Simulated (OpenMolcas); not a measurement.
# Ne4+: the spin-orbit constant, Slater's ratio, worked from levels

```json
{"Program": "OpenMolcas", "Basis": "ANO-RCC-VQZP [5s4p3d2f1g]", "Scalar Hamiltonian": "DKH2, point nucleus", "Active space": "4 electrons in 8 orbitals (2s 2p 3s 3p)", "State averaging": "2S+1 = 3 even, 3 roots; 2S+1 = 1 even, 6 roots; 2S+1 = 5 odd, 1 root; 2S+1 = 3 odd, 9 roots; 2S+1 = 1 odd, 8 roots", "Spin-orbit coupling": "state interaction with AMFI integrals over the reference wave functions, term energies averaged over their components"}
```

Methods: CASSCF; SS-CASPT2, IPEA 0.25 Eh, imaginary shift 0.1 Eh (closed shells correlated: 1s). Measured levels: NIST levels in Podobedova, Fuhr, Reader and Wiese, J. Phys. Chem. Ref. Data 33, 525 (2004).

**The spin-orbit constant.** For the Hund term ³P of p2, E(J) = (A/2) J(J+1) + constant and ζ = 2S·A = 2A. From J = 0 to J = 2 the energy changes by 3 A.

| Source | E(2) - E(0) | A | ζ |
| --- | --- | --- | --- |
| CASSCF | 1137.1 | 379.0 | 758 |
| SS-CASPT2 | 1135.2 | 378.4 | 757 |
| measured | 1110.1 | 370.0 | 740 |

All in cm-1. SS-CASPT2 is off by +2.3 % and CASSCF by +2.4 %. Both methods take the spin-orbit matrix elements from the reference wave functions, so the second can move ζ only through the term energies and any multistate remixing. Second-order mixing with other terms is absorbed into this ζ.

**Slater's ratio.** With one set of orbitals, p2 has ¹D - ³P = 6 F2 and ¹S - ¹D = 9 F2 (F2 = F²/25), a ratio of 3/2. Term energies are centres of gravity, weighted by 2J + 1.

```json
{"Source": "CASSCF", "¹D - ³P": "32340", "¹S - ³P": "59038", "F2 from the first": "5390", "Ratio": "0.826"}
{"Source": "SS-CASPT2", "¹D - ³P": "29860", "¹S - ³P": "63079", "F2 from the first": "4977", "Ratio": "1.112"}
{"Source": "measured", "¹D - ³P": "29537", "¹S - ³P": "63159", "F2 from the first": "4923", "Ratio": "1.138"}
```

Energies in cm-1. A ratio away from 3/2 shows effects beyond one configuration with one set of orbitals, and in heavier atoms second-order spin-orbit shifts. In CASSCF the valence s occupation is 1.89 in ¹S against 1.97 in ¹D: mixing out of s² acts most on ¹S and pulls it down.

Active for correlation alone: 3p 3s; no level in the range computed is led by a configuration that fills them, so any true level of that kind is missing. Measured partners are found by configuration, term and J. A level has none where our copy of the source lacks it or the pairing is in doubt (some pairs that miss far off the trend of their configuration count as doubtful), and it then counts in no deviation. Levels of configurations outside the active space are missing.
